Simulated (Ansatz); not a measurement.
(H2B-mu-NH2)2 (B₂N₂H₈), relaxed as a singlet with RKS PBE-D4/def2-SVP in Ansatz, starting from the GFN2-xTB geometry. Force threshold 0.02 eV/Å.

Start:

```xyz
12

B     0.365    0.669    0.803
H     0.982    0.273    1.737
H     0.167    1.840    0.796
N    -0.970   -0.162    0.575
B    -0.367   -0.666   -0.805
H    -0.175   -1.838   -0.807
H    -0.983   -0.260   -1.735
N     0.972    0.158   -0.573
H    -1.810    0.395    0.495
H    -1.140   -0.889    1.256
H     1.150    0.882   -1.255
H     1.808   -0.403   -0.487
```

```tsv
step	energy (eV)	largest force component (eV/Å)	SCF passes
1	-4455.8930	0.828	25
2	-4455.9870	0.257	30
3	-4455.9968	0.069	30
4	-4455.9982	0.034	30
5	-4455.9982	0.005	22
```

Force components are those of the run's own axes.

End:

| atom | x (Å) | y (Å) | z (Å) |
| --- | --- | --- | --- |
| B1 | 0.368 | 0.672 | 0.809 |
| H2 | 1.005 | 0.262 | 1.773 |
| H3 | 0.165 | 1.881 | 0.803 |
| N4 | -0.989 | -0.164 | 0.586 |
| B5 | -0.368 | -0.671 | -0.810 |
| H6 | -0.169 | -1.880 | -0.810 |
| H7 | -1.006 | -0.254 | -1.771 |
| N8 | 0.990 | 0.162 | -0.584 |
| H9 | -1.840 | 0.401 | 0.504 |
| H10 | -1.164 | -0.901 | 1.276 |
| H11 | 1.170 | 0.897 | -1.276 |
| H12 | 1.839 | -0.406 | -0.499 |

By distances, no bond broke or formed. The bond that changes most is B1–H2, from 1.19 to 1.23 Å (atoms count from 1).

No frequencies were taken in this run, so the end may be a saddle point.

It took 5.5 s on 4 threads of Arm Neoverse V1 on a shared host.
